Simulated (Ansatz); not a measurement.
## F2GeH3In: where a starting geometry ends

The starting geometry of this gas-phase singlet was optimised with GFN2-xTB.

```xyz
7

F    -3.1153   -1.3180    1.3780
F    -4.0926   -3.5854    0.3289
Ge   -4.0300   -1.8737   -0.2194
In   -1.4760   -0.2656   -0.1271
H    -2.6932    0.8592   -0.6067
H    -1.5974   -1.7611   -1.0739
H    -0.1190    0.0689    0.8376
```

**Question.** Where would you expect an optimisation with r2SCAN-D4/def2-SVP to take it?

**Answer.** A new bond forms, giving a structure with F1 bridging In4 and Ge3, H6 bridging Ge3 and In4, given below by its coordinates. Distances that change by over a tenth: F1–In4 (2.46 → 2.21 Å). Contacts that close: Ge3–H6 (2.58 → 1.82 Å).

The energy falls by 0.70 eV over 14 steps:

```
step  E − E(last) (eV)
   1             0.695
   2             0.493
   4             0.262
   5             0.167
   7             0.052
   8             0.019
  10             0.001
  11             0.000
  13             0.000
  14             0.000
```

Final geometry (Å):

```xyz
7

F    -3.5436   -0.8552    1.0177
F    -2.8020   -3.3764    0.6457
Ge   -3.9085   -2.2962   -0.2046
In   -1.7033   -0.2000   -0.0156
H    -2.1801    1.3183   -0.6318
H    -2.5475   -1.5236   -1.1379
H    -0.4384   -0.9426    0.8439
```

Frequencies at the end are all real (lowest 78 cm⁻¹). Atoms past krypton carry core potentials, without spin–orbit terms. Run with Ansatz 0.2.0, 77 s on 1 thread of Intel(R) Xeon(R) Platinum 8259CL CPU @ 2.50GHz (Skylake/Cascade Lake), with other jobs on the host.
